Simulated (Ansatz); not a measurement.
Two members of one family ([Ln(H2O)6]3+), computed with Ansatz in the gas phase; def2 core potentials for Eu, Sm, no spin–orbit coupling. The two geometries come from different levels. HOMO and LUMO are taken over both spins. With an open 4f shell the SCF may have ended above the lowest state. The spins of the ions were chosen, not always searched. A dash marks a value that wasn't run or was left out as unsound. The structures are stationary points that may keep the symmetry of their start. Remarks come from the PBE and PBE0 runs and from stability tests at other levels; not every state was tested. HOMO above LUMO (over both spins in singlets and doublets, within one spin in higher multiplets; at PBE or PBE0), or a gap under 0.15 eV within one spin, warns that the state may not be the lowest or that an electron is smeared out.

First: [Sm(H2O)6]3+ (sextet, charge 3, PBE-D4/def2-SVP geometry; reduced ion septet).

```xyz
19

Sm    0.0057   -0.0009    0.0002
O     1.7682   -0.9152   -1.3564
H     2.1344   -1.8310   -1.3395
H     2.2970   -0.4601   -2.0546
O    -1.7613    0.9124    1.3510
H    -2.2879    0.4592    2.0505
H    -2.1239    1.8301    1.3354
O     1.6174    0.7213    1.6253
H     2.5935    0.5815    1.6144
H     1.4492    1.1650    2.4891
O    -1.6114   -0.7205   -1.6198
H    -1.4476   -1.1658   -2.4842
H    -2.5867   -0.5748   -1.6065
O    -0.2151   -2.1207    1.1516
H    -0.7991   -2.8815    0.9149
H     0.2453   -2.4266    1.9705
O     0.2086    2.1175   -1.1571
H    -0.2656    2.4224   -1.9670
H     0.7793    2.8876   -0.9177
```

| level | HOMO (eV) | LUMO (eV) | gap (eV) | vertical EA (eV) |
| --- | --- | --- | --- | --- |
| PBE-D4/def2-SVP | -20.05 | -19.55 | 0.49 | – |
| PBE-D4/def2-TZVP | -20.26 | -19.72 | 0.54 | 14.42 |
| r2SCAN-D4/def2-TZVP | -20.86 | -19.30 | 1.56 | – |
| PBE0-D4/def2-SVP | -22.39 | -17.58 | 4.81 | – |
| PBE0-D4/def2-TZVP | -22.53 | -17.53 | 5.00 | 14.18 |

Metal–donor distances: 6 × O 2.40 to 2.42 Å. Remarks: gap within one spin near zero at PBE or PBE0 (+2 septet).

Second: [Eu(H2O)6]3+ (septet, charge 3, r2SCAN-D4/def2-SVP geometry; reduced ion octet).

Cartesian coordinates in Å:
```
Eu 0.000 -0.001 -0.004
O -1.713 0.697 1.503
H -1.858 0.389 2.422
H -2.454 1.314 1.340
O 1.714 -0.701 -1.507
H 2.456 -1.319 -1.342
H 1.869 -0.390 -2.423
O -1.385 -1.819 -0.684
H -2.278 -2.060 -0.363
H -1.164 -2.533 -1.319
O 1.386 1.815 0.681
H 1.164 2.529 1.314
H 2.281 2.053 0.363
O 0.950 -1.393 1.685
H 1.674 -1.167 2.304
H 0.752 -2.331 1.886
O -0.956 1.401 -1.680
H -0.759 2.339 -1.876
H -1.680 1.178 -2.301
```

Problem. Estimate the same table for the second.

Solution. 
```csv
level,HOMO (eV),LUMO (eV),gap (eV),vertical EA (eV)
PBE-D4/def2-SVP,-20.24,-20.00,0.24,–
PBE-D4/def2-TZVP,-20.45,-20.18,0.27,15.21
r2SCAN-D4/def2-TZVP,-21.06,-20.23,0.83,–
PBE0-D4/def2-SVP,-22.52,-18.60,3.92,–
PBE0-D4/def2-TZVP,-22.65,-18.48,4.18,15.11
```

Metal–donor distances: 6 × O 2.38 to 2.39 Å. Remarks: spin-contaminated (⟨S²⟩ up to 12.17).
